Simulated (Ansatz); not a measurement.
WOF2, SMILES [O]=[W]([F])[F] (connectivity only; charge and spin as stated), neutral, multiplicity 3.

Geometry: PBE-D3(BJ)/def2-TZVP. The spin state was assumed, not searched. The def2 effective core potentials stand for the cores of W; spin–orbit coupling is left out.

Two levels are set side by side: PBE/def2-SVPD (Ansatz, an electronic-structure program) and ωB97X-V/def2-SVPD (Ansatz). Energy differences of separate SCF runs at the same geometry; the states with an electron removed or added have multiplicity 2 and 2. Differences are taken from unrounded values.

| quantity | PBE |
|---|---|
| vertical ionisation energy (eV) | 9.22 |
| vertical electron affinity (eV) | 1.75 |

Q: These are the PBE values. What does ωB97X-V give? (Estimate from the structure and the level; the computed values follow.)

A: 
| quantity | ωB97X-V | PBE minus ωB97X-V |
|---|---|---|
| vertical ionisation energy (eV) | 9.61 | -0.39 |
| vertical electron affinity (eV) | 1.83 | -0.08 |
